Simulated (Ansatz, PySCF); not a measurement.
Gas-phase reaction in SMILES: CF (CH3F) [fluoromethane] → [CH3] (CH3) + F atom (the C-F bond at the site shown breaks; other sites are not compared here)
Geometries: B3LYP-D3(BJ)/def2-TZVP minima from Ansatz (an electronic-structure program).
Geometry of the first species:
```xyz
5

C     -0.6251     0.0987     0.0634
F      0.7404    -0.1169    -0.0750
H     -0.8995    -0.0428     1.1096
H     -0.8540     1.1182    -0.2499
H     -1.1596    -0.6155    -0.5645
```
Charge 0, spin multiplicity 1.

Property: bond dissociation energy (electronic energy difference), in kcal/mol. Correlated levels leave the core frozen unless marked. Open shells are spin-unrestricted. No spin-orbit coupling. No relativistic terms. CBS(X,Y): correlation extrapolated as X^-3; Hartree-Fock from the larger set.

```json
[
 {"level": "TPSS-D4/def2-TZVPD", "program": "PySCF + dftd4", "bond dissociation energy (kcal/mol)": "114.2"},
 {"level": "PBE0/6-31G*", "program": "Ansatz", "bond dissociation energy (kcal/mol)": "112.6"},
 {"level": "PBE0/def2-TZVP", "program": "Ansatz", "bond dissociation energy (kcal/mol)": "112.0"},
 {"level": "MN15-D3(BJ)/def2-TZVPD", "program": "PySCF + dftd3", "bond dissociation energy (kcal/mol)": "118.3"}
]
```

Question: Predict the CCSD(T)/CBS(def2-TZVPPD,def2-QZVPPD) result (Ansatz).

Answer: 114.9 kcal/mol
